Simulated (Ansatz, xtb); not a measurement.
**Relative energy of two isomers of C4H8SSe**

Structure I is `SCC1C[Se]C1`, a singlet and structure II is `C1CSC[Se]C1`, a singlet. Both are isolated molecules in the gas phase, relaxed with B3LYP-D3(BJ)/def2-SVP, each in the lowest conformer that the search found.

Q: Estimate which is lower in electronic energy at CCSD(T)/def2-SVP + ΔMP2/def2-TZVPP, and by roughly how much.

A: The CCSD(T)/def2-SVP + ΔMP2/def2-TZVPP calculation puts structure II lower, by 10.1 kcal/mol.

The same difference at several levels:

```json
{"level": "GFN2-xTB", "geometry": "GFN2-xTB", "E(II) − E(I) (kcal/mol)": "−6.2", "departure from the last row (kcal/mol)": "+3.9", "job, with rough time for the two": "optimisation, 0.4 s"}
{"level": "HF/STO-3G", "geometry": "GFN2-xTB", "E(II) − E(I) (kcal/mol)": "−19.9", "departure from the last row (kcal/mol)": "−9.8", "job, with rough time for the two": "single point, 0.61 s"}
{"level": "r2SCAN-D4/def2-SVP", "geometry": "GFN2-xTB", "E(II) − E(I) (kcal/mol)": "−12.4", "departure from the last row (kcal/mol)": "−2.2", "job, with rough time for the two": "single point, 4.7 s"}
{"level": "B3LYP-D3(BJ)/def2-SVP", "geometry": "B3LYP-D3(BJ)/def2-SVP", "E(II) − E(I) (kcal/mol)": "−11.9", "departure from the last row (kcal/mol)": "−1.8", "job, with rough time for the two": "optimisation, 53 s"}
{"level": "HF/def2-SVP", "geometry": "B3LYP-D3(BJ)/def2-SVP", "E(II) − E(I) (kcal/mol)": "−8.4", "departure from the last row (kcal/mol)": "+1.7", "job, with rough time for the two": "part of the CCSD(T) run"}
{"level": "MP2/def2-SVP", "geometry": "B3LYP-D3(BJ)/def2-SVP", "E(II) − E(I) (kcal/mol)": "−9.9", "departure from the last row (kcal/mol)": "+0.2", "job, with rough time for the two": "part of the CCSD(T) run"}
{"level": "CCSD(T)/def2-SVP", "geometry": "B3LYP-D3(BJ)/def2-SVP", "E(II) − E(I) (kcal/mol)": "−8.9", "departure from the last row (kcal/mol)": "+1.2", "job, with rough time for the two": "single point"}
{"level": "CCSD(T)/def2-SVP + ΔMP2/def2-TZVPP", "geometry": "B3LYP-D3(BJ)/def2-SVP", "E(II) − E(I) (kcal/mol)": "−10.1", "departure from the last row (kcal/mol)": "", "job, with rough time for the two": "single point, 96 s"}
```

As drawn, II has 1 C–S, 1 C–H in place of 1 C–C, 1 S–H. Structure I has a 4-membered ring, II a 6-membered ring.

None of the levels shown reverses the order. The largest departure from CCSD(T)/def2-SVP + ΔMP2/def2-TZVPP is that of HF/STO-3G, 9.8 kcal/mol. The last row adds to CCSD(T) the change of the MP2 difference between the two basis sets, here −1.2 kcal/mol.

With thermal terms from frequencies at re-optimised GFN2-xTB minima (ideal gas, soft modes damped towards free rotors, one conformer each, 298.15 K, 1 atm): the zero-point term adds +1.9 kcal/mol; ΔH is −8.6 and ΔG −7.5 kcal/mol.

The correlated steps freeze 18 core orbitals; the filled d shell of Se is correlated, in a basis made for valence electrons. Run with Ansatz 0.2.0, xtb 6.7.1; the last row on 4 threads of Arm Neoverse V1 on a shared host.
